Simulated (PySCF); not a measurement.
# C₆ coefficients of unlike pairs at PBE0

Calculated with PySCF 2.14 from the dipole response of each species, C₆(A,B) = (3/π) ∫ α_A(iu) α_B(iu) du, in atomic units, from isotropic polarisabilities. For ions this is the dispersion term alone; charge-induced terms of lower order in 1/R come first.

```csv
species,configuration,basis,relativity,α (bohr³),C₆ (like pair)
Mg,[Ne] 3s2 (1S),aug-cc-pCVDZ (6s5p3d),none,74.97,674.2
Pt³⁺,[Xe] 4f14 5d7 (4F),aug-cc-pVQZ-PP with ECP60MDF (7s7p6d4f3g2h),core potential,6.364,35.99
Br³⁺,[Ar] 3d10 4s2 4p2 (3P),aug-cc-pVQZ-DK (8s7p5d3f2g),spin-free X2C,6.012,22.35
Fe,[Ar] 3d6 4s2 (5D),"aug-cc-pVTZ with one added diffuse shell each of s, p, d, f, g type (9s8p6d4f3g)",none,67.16,614.5
```

Question: Estimate C₆ for Fe with Br³⁺.

Answer: The integral gives 95.52. The combination rule 2 C_A C_B / (C_A α_B/α_A + C_B α_A/α_B) gives 90.16 and the geometric mean 117.2.

No spin-orbit coupling is included.

The other pairs:

| pair | C₆ |
| --- | --- |
| Pt³⁺, Mg | 101.2 |
| Fe, Mg | 639.3 |
| Fe, Pt³⁺ | 108.8 |
| Br³⁺, Mg | 91.20 |
| Br³⁺, Pt³⁺ | 27.79 |
